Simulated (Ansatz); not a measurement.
Basis-set series for C2H4FGaO. Charge 0, multiplicity 1. The bonds changed during the relaxation, so this is another structure than the one it started from. The geometry is a stationary point of PBE0-D4/def2-TZVP. It is one conformer, not always the lowest.

| atom | x (Å) | y (Å) | z (Å) |
| --- | --- | --- | --- |
| O1 | 1.2024 | 0.3925 | 0.8811 |
| C2 | 0.0499 | -0.2491 | 0.6118 |
| Ga3 | -0.7742 | 1.1299 | -1.7280 |
| C4 | -0.0346 | -1.2027 | -0.3226 |
| F5 | 1.0210 | -1.5791 | -1.0441 |
| H6 | 0.9870 | 1.2883 | 1.1648 |
| H7 | -0.8299 | -0.0278 | 1.2052 |
| H8 | -0.7036 | 2.0576 | -0.2986 |
| H9 | -0.9180 | -1.8095 | -0.4695 |

| functional | basis | functions | energy (Eh) | HOMO (eV) | LUMO (eV) |
| --- | --- | --- | --- | --- | --- |
| PBE0-D4 | def2-SVP | 108 | -2177.50749 | -5.69 | -1.46 |
| PBE0-D4 | def2-TZVPP | 228 | -2178.05701 | -5.74 | -1.50 |
| ωB97M-V | def2-SVP | 108 | -2177.83195 | -7.72 | 0.26 |
| ωB97M-V | def2-TZVPP | 228 | -2178.38973 | -7.79 | 0.19 |

(1) Give the rows for def2-QZVPP. (An estimate is asked.)

Answers

(1) Ansatz gave: 
```csv
functional,basis,functions,energy (Eh),HOMO (eV),LUMO (eV)
PBE0-D4,def2-QZVPP,437,-2178.11387,-5.78,-1.57
ωB97M-V,def2-QZVPP,437,-2178.44479,-7.83,0.00
```

Positive LUMOs are unbound and depend on the basis. Scalar relativity is left out up to krypton.
